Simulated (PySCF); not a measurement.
2-(2-thienyl)pyridine, C9H7NS.
Bonds: C1–C2 (aromatic), C2–C3 (aromatic), C3–C4 (aromatic), C4–C5, C5–C6 (aromatic), C6–C7 (aromatic), C7–C8 (aromatic), C8–S9 (aromatic), C4–N10 (aromatic), N10–C11 (aromatic), C1–C11 (aromatic), C5–S9 (aromatic). Hydrogens: H12 on C1; H13 on C2; H14 on C3; H15 on C6; H16 on C7; H17 on C8; H18 on C11.

Method: PBE0-D3(BJ)/def2-SVP geometry optimisation, gas phase in PySCF.

Problem. Give the optimised bond lengths and angles.

Solution. 
```
   bond  length (Å)
  C1–C2       1.393
  C2–C3       1.389
  C3–C4       1.405
  C4–C5       1.464
  C5–C6       1.377
  C6–C7       1.418
  C7–C8       1.372
  C8–S9       1.715
 C4–N10       1.339
N10–C11       1.326
 C1–C11       1.395
  C5–S9       1.732
 C1–H12       1.092
 C2–H13       1.093
 C3–H14       1.092
 C6–H15       1.090
 C7–H16       1.091
 C8–H17       1.089
C11–H18       1.096
```

A selection of angles:
```
     angle  degrees
 C2–C1–C11    117.8
  C1–C2–C3    119.0
  C2–C3–C4    119.0
  C3–C4–C5    122.1
 C3–C4–N10    121.8
 C5–C4–N10    116.1
  C4–C5–C6    126.6
  C4–C5–S9    122.7
  C6–C5–S9    110.7
  C5–C6–C7    113.0
  C6–C7–C8    112.5
  C7–C8–S9    111.8
  C5–S9–C8     92.1
C4–N10–C11    118.7
C1–C11–N10    123.7
```

Torsions: C3–C4–C5–C6 180° (antiperiplanar).

The 11 heavy atoms lie in one plane (0.001 Å rms). Of the pairs four or more bonds apart, S9···H14 is among the closest relative to their van der Waals radii: 2.73 Å, 91 % of the sum of Bondi's values. The 5-membered ring C5–C6–C7–C8–S9 has internal angles of 92.1° to 113.0°; it is planar, 0.00 Å rms from its mean plane, widest ring torsion 0°. The 8 C–C bonds span 1.372 Å (C7–C8, aromatic) to 1.464 Å (C4–C5, drawn single), a spread of 0.092 Å. The 6-membered ring C1–C2–C3–C4–N10–C11 has internal angles of 117.8° to 123.7°; it is planar, 0.00 Å rms from its mean plane, widest ring torsion 0°. N10 (pyridine-type nitrogen) is bent (angle 118.7°).

Point group: Cs (tolerance 0.08 Å). PBE0-D3(BJ)/def2-SVP frequencies: not computed here. The numbers are those of one conformer.
